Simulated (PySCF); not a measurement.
Relaxation of singlet WO2Br2

Computed with PySCF, PBE0, basis W def2-SVP with ECP60, O def2-SVP, Br def2-SVP (scalar-relativistic core potentials, no spin–orbit coupling, density fitting). A (50,194) grid was used.

A start displaced from a saddle point along its imaginary mode, of C2 symmetry, held to at least that symmetry:

```xyz
5
charge 0 multiplicity 1, angstrom
W    -0.4993   -0.4993    0.0000
O    -2.1881   -0.3568   -0.1200
O    -0.3568   -2.1881    0.1200
Br    2.0582   -0.3786   -0.0183
Br   -0.3786    2.0582    0.0183
```

Optimiser trace:
```
step  E − E(last) (kJ/mol)  largest gradient (Eh/bohr)
   0                390.13                     0.00805
   1                368.62                     0.01586
   2                318.87                     0.02338
   3                254.91                     0.03937
   4                169.84                     0.06165
   5                 85.15                     0.03572
   6                 36.01                     0.03248
   7                  9.02                     0.00830
   8                  2.23                     0.00358
   9                  1.15                     0.00651
  10                  0.62                     0.00299
  11                  0.12                     0.00140
  12                  0.00                     0.00007
```

It ends at C2v with W–Br 2.413 Å (×2), W–O 1.692 Å (×2); Br–W–Br 114.9°, Br–W–O 108.8° (×4), O–W–O 106.3° (after a last refinement on a finer grid). The frequency run here used a shortcut that can spoil soft modes, so no verdict on minimum or saddle point is given. Other isomers or separated fragments may lie lower.

Stability towards spin polarisation was not tested. No spin–orbit coupling is included, which matters more the heavier the element.
